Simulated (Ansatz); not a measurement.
Computed with Ansatz (a quantum-chemistry and plane-wave program) with frozen-core CCSD(T)/cc-pVDZ // PBE-D3(BJ)/def2-SVP. The restricted HF reference is unstable towards unrestricted orbitals.

Ansatz 0.2 input:
```yaml
crystal:
  periodic: [false, false, false]
  atoms:
    - { symbol: C, position_ang: [5.361625, -0.117532, -0.669945] }
    - { symbol: C, position_ang: [4.160655, -0.019396, -0.437905] }
    - { symbol: C, position_ang: [2.783294, 0.110179, -0.152599] }
    - { symbol: C, position_ang: [1.714152, -0.533966, -0.755262] }
    - { symbol: C, position_ang: [0.444588, -0.156723, -0.206852] }
    - { symbol: C, position_ang: [-0.853369, -0.598491, -0.562199] }
    - { symbol: C, position_ang: [-1.984738, -0.102448, 0.103217] }
    - { symbol: Si, position_ang: [-3.713037, -0.692781, -0.369975] }
    - { symbol: C, position_ang: [-1.809071, 0.854673, 1.144225] }
    - { symbol: C, position_ang: [-0.544304, 1.312565, 1.520688] }
    - { symbol: C, position_ang: [0.579482, 0.80506, 0.843491] }
    - { symbol: S, position_ang: [2.252763, 1.217099, 1.126568] }
    - { symbol: H, position_ang: [6.417244, -0.213941, -0.881716] }
    - { symbol: H, position_ang: [1.846262, -1.257865, -1.569921] }
    - { symbol: H, position_ang: [-0.959475, -1.338975, -1.37101] }
    - { symbol: H, position_ang: [-3.602705, -1.68225, -1.497854] }
    - { symbol: H, position_ang: [-4.575618, 0.462214, -0.807608] }
    - { symbol: H, position_ang: [-4.397025, -1.351536, 0.799651] }
    - { symbol: H, position_ang: [-2.689639, 1.252068, 1.674264] }
    - { symbol: H, position_ang: [-0.431083, 2.052045, 2.327053] }
basis:
  gaussian: { orbitals: cc-pVDZ }
correlation:
  method: ccsd_t
```

Output:

```
Functional definition: HF
2045 factors; integrals over basis functions are off by at most 1.2e-3 eV
mean field evaluation 1: about -29103.2819 eV, gradient 3.9e1 eV
mean field evaluation 2: about -29103.8292 eV, gradient 3.9e1 eV
mean field evaluation 4: about -29109.3090 eV, gradient 7.9e0 eV
mean field evaluation 8: about -29109.5171 eV, gradient 5.9e-1 eV
mean field evaluation 16: about -29109.5199 eV, gradient 1.6e-6 eV
mean field -29109.51988723 eV, -1069.7551247145 hartree, gradient 1.6e-6 eV, S^2 0.000000; 0 other end points of the search recorded, 0 dependent functions left out; unrestricted orbitals would lower it
20 core orbitals not correlated
reference -29109.51988723 eV, -1069.7551247145 hartree; 29, 29 occupied and 167, 167 virtual orbitals, 2045 factors
second order -41.53803425 eV of doubles, -0.00000000 eV of singles
cycle   1  -41.46122934 eV  change    7.7e-2 eV  update   1.8e-1
cycle   2  -42.84479112 eV  change    -1.4e0 eV  update   6.0e-2
cycle   3  -43.16978209 eV  change   -3.2e-1 eV  update   2.8e-2
cycle   4  -43.17685926 eV  change   -7.1e-3 eV  update   8.9e-3
cycle   5  -43.18164484 eV  change   -4.8e-3 eV  update   4.7e-3
cycle   6  -43.18394451 eV  change   -2.3e-3 eV  update   1.4e-3
cycle   7  -43.18323485 eV  change    7.1e-4 eV  update   7.2e-4
cycle   8  -43.18315763 eV  change    7.7e-5 eV  update   3.2e-4
cycle   9  -43.18320912 eV  change   -5.1e-5 eV  update   1.6e-4
cycle  10  -43.18314176 eV  change    6.7e-5 eV  update   6.3e-5
cycle  11  -43.18307902 eV  change    6.3e-5 eV  update   2.4e-5
perturbative correction -2.10708737 eV, -0.0774340325 hartree
Total energy: -29154.81005362 eV, -1071.4195076305 hartree
```

Cost: about 19 core-minutes (a rough figure).
